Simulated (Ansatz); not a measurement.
BH9O3Si3, SMILES `[SiH3]OB(O[SiH3])O[SiH3]`. The species carries charge 0 and has multiplicity 1.

Z-matrix (Å, degrees):
```
Si
O 1 1.655
H 1 1.484 2 110.4
H 1 1.484 2 110.4 3 -121.6
H 1 1.481 2 106.3 3 119.2
B 2 1.363 1 129.1 3 60.8
O 6 1.363 2 120.0 1 -0.0
O 6 1.363 2 120.0 1 180.0
Si 7 1.655 6 129.1 2 -180.0
Si 8 1.655 6 129.1 2 0.2
H 9 1.481 7 106.3 6 179.4
H 9 1.484 7 110.4 6 60.2
H 9 1.484 7 110.4 6 -61.4
H 10 1.481 8 106.3 6 180.0
H 10 1.484 8 110.4 6 60.8
H 10 1.484 8 110.4 6 -60.8
```

Task: What are the harmonic wavenumbers in cm⁻¹ at PBE0-D4/def2-TZVP (Ansatz, finite differences of forces, unscaled)? (Best estimate.)

Result: Computed: 59, 68, 68, 75, 76, 83, 129, 129, 144, 423, 423, 582, 667, 722, 722, 735, 736, 736, 746, 885, 885, 951, 952, 952, 955, 955, 957, 959, 959, 988, 1135, 1407, 1407, 2238, 2238, 2238, 2241, 2241, 2243, 2254, 2254, 2255.

Task: Is this a minimum?

Result: Yes, all 42 modes are real.

Task: Give the ideal-gas thermochemistry at 298.15 K and 1 bar (rigid rotor, harmonic oscillator; point group C3h, symmetry number 3).

Result: Zero-point energy 250.4 kJ/mol; H(298) − E = 283.4 kJ/mol; entropy 452.3 J/(mol·K), of which translation 171.5, rotation 117.4, vibration 163.3; G(298) − E = 148.6 kJ/mol. Modes under 100 cm⁻¹ are hindered rotations or soft bends, so the harmonic entropy is rough.
